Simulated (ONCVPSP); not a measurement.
# PBE ONCV dataset for Cl, scalar-relativistic all-electron reference.

* Element: Cl
* Generator: ONCVPSP 4.0.1
* Type: optimised norm-conserving Vanderbilt (ONCV)
* Functional: PBE
* Relativity: scalar-relativistic
* Frozen core: [Ne]
* Valence charge: 7
* Reference configuration: 3s2 3p5
* Partial waves: 3s: rc 1.25 bohr, ncon 4, nbas 8, qcut 4.1 1/bohr, 3 projectors, debl 2 Ha; 3p: rc 1.45 bohr, ncon 4, nbas 8, qcut 4.8 1/bohr, 2 projectors, debl 1 Ha; d scattering state at 0.41 Ha: rc 1.20 bohr, ncon 5, nbas 8, qcut 7.9 1/bohr, 2 projectors, debl 1.9 Ha
* Local potential: polynomial inside 1.05 bohr (lpopt 5, dvloc0 2 Ha)
* Core correction: none

All-electron outer shells of the reference configuration (PBE, scalar-relativistic, ld1.x):

| shell | level (eV) | outermost node (bohr) | outermost maximum (bohr) |
| --- | --- | --- | --- |
| 2s | -252.70 | 0.12 | 0.36 |
| 2p | -191.63 | – | 0.30 |
| 3s | -20.69 | 0.55 | 1.29 |
| 3p | -8.59 | 0.53 | 1.43 |

(1) Estimate the cutoffs (Ha) at which the residual kinetic energy of the hardest occupied pseudo-wave falls to 1 and 0.1 mHa per electron.

(2) Does the potential have ghost states?

(3) Which valence shell sets the plane-wave cutoff?

(4) Tests: 3s2 3p4; 3s2 3p3; 3s2 3p2; 3s2 3p4.5. Which has the largest error in its energy relative to the reference configuration, and how large is it?

Answers

(1) 84 Ha and 109 Ha.

(2) Ghosts flagged at negative energy: s at -696.6 eV; GHOST(+) flagged for s at 314.7 eV. A true bound ghost makes a file unfit for plane-wave use.

(3) 3s: 84 Ha for 1 mHa per electron, against 8 Ha for 3p.

(4) 3s2 3p2, with +38 meV (all-electron minus pseudo) on +77.63 eV.
